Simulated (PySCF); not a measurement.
**Two-component Hartree-Fock for Cu²⁺ (copper, charge +2)**

Start: [Ar] 3d9; 3d3/2 filled at m_j = -1/2, +1/2, +3/2; 3d5/2 filled at m_j = -5/2, -3/2, -1/2, +1/2, +3/2, +5/2. Calculated with PySCF 2.14 in x2c-TZVPPall-2c (6s7p4d2f1g, 70 functions): generalised Hartree-Fock with the X2C-1e Hamiltonian and a Gaussian nucleus; one run each with spin-orbit coupling (SO) screened by Boettger's factors, then bare. This is a chosen level, not necessarily the ground level.

```csv
spinor shell,electrons,"ε, screened SO (eV)","ε, bare SO (eV)",weight of nominal j (bare SO),"rms radius, bare SO (bohr)"
1s1/2,2,-9073.8,-9073.8,1.000,0.0601
2s1/2,2,-1160.3,-1160.4,1.000,0.254
2p1/2,2,-1014.6,-1015.7,1.000,0.226
3s1/2,2,-166.78,-166.79,1.000,0.763
3p1/2,2,-118.28,-118.40,0.924,0.804
3p3/2,4,-117.51,-117.47,0.962,0.814
3d3/2,3,-39.581,-39.892,0.677,1.03
3d5/2,6,-39.825,-39.667,0.838,1.03
```

(1) Where does 2p3/2 lie, and what is the 2p spin-orbit splitting (bare SO)?

| quantity | screened SO | bare SO |
| --- | --- | --- |
| E (hartree) | -1652.26806 | -1652.27128 |
| M_J | 3/2 | 3/2 |
| ⟨J²⟩ | 3.764 | 3.758 |
| ⟨L²⟩ | 6.005 | 6.006 |
| ⟨S²⟩ | 0.752 | 0.752 |

Each row is a mean over spinors that exchange with the open shell spreads, by up to 6.555 eV (3p1/2).

Rows whose weight is well below 1 are mixtures of j = l ± 1/2: exchange outweighs spin-orbit coupling there, and the label is only the starting occupation.

Answers

(1) At -993.78 eV, 21.916 eV above 2p1/2.
